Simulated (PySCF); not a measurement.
Compound: (F2In-mu-NH2)2.
Z-matrix (Å and degrees, PBE0-D3(BJ)/def2-SVP geometry), rows numbered from 1:
```
In
F   1  1.9549
F   1  1.9551  2  124.32
N   1  2.1938  2  109.80  3  -132.92
In  4  2.1917  1   94.61  2  -109.47
F   5  1.9547  4  109.71  1  -109.45
F   5  1.9550  4  110.91  1   109.30
N   1  2.1911  2  109.78  3   134.87
H   4  1.0218  1  113.71  2   132.15
H   4  1.0217  1  113.75  2     9.47
H   8  1.0217  1  113.98  2  -131.83
H   8  1.0219  1  113.71  2    -9.00
```

Theory: TDDFT CAM-B3LYP/def2-SVPD, vertical, gas phase, core orbitals frozen in the response, def2 core potentials past Kr (PySCF 2.14.0, density-fitted response routines). Spin–orbit coupling is left out.

Frontier orbitals with the atoms that hold most of them (Löwdin shares over 4%, at most four atoms; ? is withheld):

```
orbital  ε (eV)                           atoms
 LUMO+2    0.13  In5 27%, In1 27%, N4 6%, N8 6%
 LUMO+1   -0.53  In1 26%, In5 26%, N8 8%, N4 8%
   LUMO   -1.75  In5 28%, In1 28%, N8 7%, N4 7%
   HOMO       ?                               ?
 HOMO-1  -11.46                               ?
 HOMO-2  -12.22  F2 37%, F3 28%, F6 19%, F7 13%
 HOMO-3  -12.23          F7 51%, F2 28%, F6 10%
```

Problem. Give the leading atoms of the HOMO-1.

Solution. N8 (bonded to 2 In and 2 H) 19%; N4 (bonded to 2 In and 2 H) 18%; F2 (bonded to In) 12%; F6 (bonded to In) 12%. By element: nitrogen 37%, fluorine 23% or more.

Problem. Give the leading atoms of the HOMO.

Solution. N4 (bonded to 2 In and 2 H) 27%; N8 (bonded to 2 In and 2 H) 27%; F2 (bonded to In) 6%; F6 (bonded to In) 6%. By element: nitrogen 54%, fluorine 13% or more.

Problem. What is the HOMO energy, and the HOMO–LUMO gap?

Solution. ε(HOMO) = -11.27 eV; the gap is 9.52 eV (0.3499 hartree).

Problem. How does S1 compare with the orbital gap of 9.52 eV?

Solution. S1 is at 6.20 eV (f = 0.0000), 3.33 eV below the gap, made of HOMO→LUMO (92%). 

Problem. Give energy, strength and leading configuration of S1 and S2, and follow the Löwdin shares of the leading atoms from the occupied to the empty orbital.

Solution. 
- S1 (6.20 eV, f 0.0000), HOMO→LUMO (92%): N4 27% → 7%, N8 27% → 7%, In5 at most 7% → 28%, In1 at most 7% → 28%
- S2 (6.70 eV, f 0.392), HOMO-1→LUMO (84%): N8 19% → 7%, N4 18% → 7%, In5 at most 12% → 28%, In1 at most 12% → 28%

Löwdin shares depend on the basis, the more so with diffuse functions.

One conformer stands for the species.
